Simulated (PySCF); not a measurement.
## F⁺: excitation energy

F⁺ [He] 2s2 2p4 (3P) → F⁺ [He] 2s1 2p5 (3P), as a difference of total energies. Calculation: PySCF 2.14, in aug-cc-pVQZ with one added diffuse shell each of s, p, d, f, g type (7s6p5d4f3g, 105 functions); the non-relativistic Hamiltonian (point nucleus). Correlated levels: valence: 1s2 frozen. The calculations carry no spin-orbit coupling.

```json
{"method": "UHF", "excitation energy (eV)": "21.713"}
{"method": "LDA", "excitation energy (eV)": "18.420"}
{"method": "PBE", "excitation energy (eV)": "18.682"}
{"method": "r2SCAN", "excitation energy (eV)": "19.518"}
{"method": "TPSS", "excitation energy (eV)": "19.308"}
{"method": "wB97X-V", "excitation energy (eV)": "19.562"}
{"method": "M06-L", "excitation energy (eV)": "19.531"}
{"method": "MP2 (valence)", "excitation energy (eV)": "20.741"}
{"method": "SCS-MP2 (valence)", "excitation energy (eV)": "20.653"}
```

Estimate what TPSSh gives.

19.569 eV, closest to wB97X-V among the rows shown.

Estimate what PBE0 gives.

19.478 eV, closest to r2SCAN among the rows shown.

Errors of the correlated levels include the incompleteness of this basis and the frozen core.

For comparison: 20.431 eV (measured; NIST levels, between the centres of gravity of the two terms).
